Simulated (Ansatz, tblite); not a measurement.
Cost and result up the ladder for SbH₂Br (4 atoms). The state is a singlet with charge 0. Geometry: r2SCAN-D4/def2-TZVP.

Cartesian coordinates in Å:
```
Sb 0.460 0.290 0.626
H 0.654 -1.357 0.194
H 0.902 0.751 -0.965
Br -2.016 0.316 0.145
```

Ansatz on 4 threads of Arm Neoverse V1 on a shared host; xTB runs through tblite on one thread. Times are rough, summed over both states, and most runs start from the orbitals of an earlier one. PBE0-D4/def2-TZVP serves as the yardstick here, not as an exact answer. The other state is a triplet.

In the def2 sets Sb takes a core potential; there is no spin–orbit coupling. The xTB rows come from tblite.

xTB has no spin-polarisation term.

| level | functions | vertical triplet (eV) | difference from PBE0-D4/def2-TZVP (eV) |
| --- | --- | --- | --- |
| r2SCAN-D4/def2-TZVP | 110 | 3.58 | -0.05 |
| PBE-D4/def2-TZVP (with forces) | 110 | 3.51 | -0.12 |
| GFN1-xTB | 22 | 5.20 | 1.57 |
| PBE0-D4/def2-TZVP | 110 | 3.63 | 0.00 |
| GFN2-xTB | 20 | 4.17 | 0.53 |

(1) Estimate how long each takes.

## Answers

(1) GFN2-xTB 0.006 s; GFN1-xTB 0.023 s; PBE-D4/def2-TZVP (with forces) 2.2 s; PBE0-D4/def2-TZVP 3.4 s; r2SCAN-D4/def2-TZVP 4.5 s. On shared hardware such times vary by a factor of up to 3.
